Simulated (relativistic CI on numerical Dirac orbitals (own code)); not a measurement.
Ag XVI: q coefficients and field-shift factors

Method of calculation: Dirac-Coulomb-Breit CI, separate exchange-only KLI orbitals for each configuration, derivatives by finite differences, unscaled Slater integrals, QED left out (own radial code, finite nucleus).

Configurations in the expansion (outside the closed core [Ar] 3d10): 4s²4p², 4s4p³, 4p⁴, 4s²4p4d, 4s4p²4d, 4s²4p4f, 4s²4d², 4s4d³. Double excitations out of closed p, d and f shells are left out; levels of such configurations are missing from the list, as are those of other unlisted configurations, and high levels can miss mixing partners.

With x = (α/α₀)² − 1 an excitation energy changes as ω = ω₀ + qx; K = 2q/ω₀ is the relative enhancement. Terms are leading LS components, so labels can repeat. The field-shift factor is F = δν/δ⟨r²⟩ for the transition from the lowest level.

Lowest level 4s²4p² ³P0.

| Level | ω₀ (cm⁻¹) | q (cm⁻¹) | K | F (GHz/fm²) |
| --- | --- | --- | --- | --- |
| 4s²4p² ³P1 | 42170 | 56010 | 2.66 | -1.14 |
| 4s²4p² ³P2 | 56851 | 59510 | 2.09 | -1.2 |
| 4s²4p² ¹D2 | 111571 | 114600 | 2.05 | -2.6 |
| 4s²4p² ¹S0 | 151383 | 113300 | 1.5 | -3.32 |
| 4s4p³ ⁵S°2 | 309370 | 104900 | 0.678 | -74.2 |
| 4s4p³ ³D°1 | 380359 | 94210 | 0.495 | -69.2 |
| 4s4p³ ³D°2 | 385360 | 111900 | 0.581 | -69.9 |
| 4s4p³ ³D°3 | 402478 | 132400 | 0.658 | -70.2 |
| 4s4p³ ³P°0 | 437674 | 132800 | 0.607 | -71.2 |
| 4s4p³ ³P°1 | 444796 | 142800 | 0.642 | -71 |
| 4s4p³ ³P°2 | 451413 | 145200 | 0.644 | -67.5 |
| 4s4p³ ¹D°2 | 502209 | 155300 | 0.619 | -57.9 |
| 4s4p³ ³S°1 | 516240 | 115400 | 0.447 | -73.3 |

At this charge energies of transitions that change n are usually good to better than 1 %, and those within a shell (Δn = 0) to a few per cent.
